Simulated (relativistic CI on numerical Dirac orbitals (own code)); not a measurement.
**The 6-electron sequence from Pd⁴⁰⁺ to Tb⁵⁹⁺**

These numbers are calculated, not measured: Dirac-Coulomb-Breit CI, separate exchange-only KLI orbitals for each configuration, model QED, unscaled Slater integrals (own radial code, finite nucleus).

CI space (outside the closed core 1s2): 2s²2p², 2s2p³, 2p⁴, 2p³3s, 2p³3p, 2s²2p3s, 2p³3d. Levels of other configurations are missing.

Energies above each ion's lowest level, in eV. Levels are followed by their leading LS label, which can pass from one level to another where the coupling changes.

```csv
Ion,2s²2p² ³P0,2s²2p² ³P1,2s²2p² ¹D2,2s²2p² ³P2,2s2p³ ³D°1
Pd⁴⁰⁺,0,158.79,172.58,341.02,357.16
Ag⁴¹⁺,0,175.49,189.58,375.03,379.79
Cd⁴²⁺,0,193.49,207.86,411.62,403.76
In⁴³⁺,0,212.85,227.49,450.95,429.13
Sn⁴⁴⁺,0,233.65,248.56,493.14,455.99
Sb⁴⁵⁺,0,255.95,271.12,538.36,484.41
Te⁴⁶⁺,0,279.85,295.26,586.76,514.47
I⁴⁷⁺,0,305.41,321.06,638.5,546.26
Xe⁴⁸⁺,0,332.73,348.61,693.75,579.87
Cs⁴⁹⁺,0,361.89,377.99,752.69,615.39
Ba⁵⁰⁺,0,392.98,409.29,815.5,652.9
La⁵¹⁺,0,426.1,442.62,882.38,692.52
Ce⁵²⁺,0,461.35,478.05,953.51,734.35
Pr⁵³⁺,0,498.82,515.71,1029.1,778.48
Nd⁵⁴⁺,?,?,?,?,?
Pm⁵⁵⁺,0,580.89,598.11,1194.6,874.1
Sm⁵⁶⁺,0,625.7,643.08,1284.9,925.8
Eu⁵⁷⁺,0,673.19,690.72,1380.5,980.3
Gd⁵⁸⁺,0,723.49,741.15,1481.8,1037.7
Tb⁵⁹⁺,0,776.72,794.51,1589,1098.2
```

(1) Fill in the row of Nd⁵⁴⁺.

The lowest level keeps the configuration 2s²2p² and J = 0 throughout.

Between Z = 62 and 65 the energy of 2s²2p² ³P1 follows a local power law Z^4.6. For orientation: electrostatic splittings inside a shell grow about linearly with the screened charge, excitations that change n as its square, and fine structure as its fourth power; written in Z itself the exponents are larger, since the screened charge grows faster in proportion.

Answers

(1) 2s²2p² ³P0 0, 2s²2p² ³P1 538.63, 2s²2p² ¹D2 555.7, 2s²2p² ³P2 1109.4, 2s2p³ ³D°1 825.03 (eV).
